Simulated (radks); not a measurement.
Task: The thallium ion Tl+, [Hg]. Method: non-relativistic Kohn-Sham, exchange-only PBE, spin-polarised, spherical densities, point nucleus; computed with a radial shooting solver on a logarithmic mesh with Libxc functionals. Every spin shell is full or empty, so the densities are truly spherical. Functionals are evaluated on that one density, not self-consistently. Rank these exchange functionals by their error against the exact value of the orbitals, and give that value: LDA, B88, revPBE, RPBE, AM05, G96, APBE, revTPSS, SCAN, Tao-Mo, MVS.

Result: Exact: -351.816 hartree. From best to worst, with 100 (|E| - |E exact|)/|E exact| (equal figures are ties): SCAN +0.06, B88 +0.08, MVS +0.08, RPBE -0.21, revPBE -0.25, APBE +0.26, G96 +0.48, Tao-Mo -0.82, revTPSS -0.89, AM05 -3.57, LDA -3.77.
